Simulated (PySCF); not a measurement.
Species: C₂H₈AsB.
Bonds: B1–As2, As2–C3, C3–C4. Hydrogens: H5, H6 on B1; H7 on As2; H8, H9 on C3; H10, H11, H12 on C4.

Method used: PySCF 2.14.0, PBE0-D3(BJ)/def2-SVP geometry optimisation, gas phase.

Problem. What internal coordinates does the optimisation give?

Solution. 
```json
{"bond": "B1–As2", "length (Å)": "1.965"}
{"bond": "As2–C3", "length (Å)": "1.974"}
{"bond": "C3–C4", "length (Å)": "1.519"}
{"bond": "B1–H5, B1–H6", "length (Å)": "1.208"}
{"bond": "As2–H7", "length (Å)": "1.517"}
{"bond": "C3–H8, C3–H9", "length (Å)": "1.101"}
{"bond": "C4–H10, C4–H11, C4–H12", "length (Å)": "1.101"}
```

Bonds in one row agree within 0.01 Å and their mean is given. A selection of angles:
```json
{"angle": "As2–B1–H5", "degrees": "119.4"}
{"angle": "H5–B1–H6", "degrees": "120.2"}
{"angle": "B1–As2–C3", "degrees": "106.6"}
{"angle": "B1–As2–H7", "degrees": "102.2"}
{"angle": "C3–As2–H7", "degrees": "101.1"}
{"angle": "As2–C3–C4", "degrees": "112.5"}
{"angle": "As2–C3–H8", "degrees": "105.0"}
{"angle": "As2–C3–H9", "degrees": "109.4"}
{"angle": "C4–C3–H8", "degrees": "111.2"}
{"angle": "H8–C3–H9", "degrees": "107.1"}
{"angle": "C3–C4–H10", "degrees": "110.9"}
{"angle": "H10–C4–H11", "degrees": "107.3"}
```

Dihedral angles: B1–As2–C3–C4 -175° (antiperiplanar). The mirror-image conformer, all signs reversed, is as good.

B1 (three-coordinate boron) is almost planar (angles 120.2°, 119.7° and 119.4°, sum 359.2°, 0.07 Å off the plane of its three neighbours). As2 (arsenic bonded to B, C and H) is pyramidal (angles 106.6°, 102.2° and 101.1°, sum 309.9°, 0.76 Å off the plane of its three neighbours).

No PBE0-D3(BJ)/def2-SVP frequencies stand behind this structure, so it isn't proved a minimum. The numbers are those of one conformer (H–B1–As2–C3 150° and -40°, B1–As2–C3–C4 -175°).
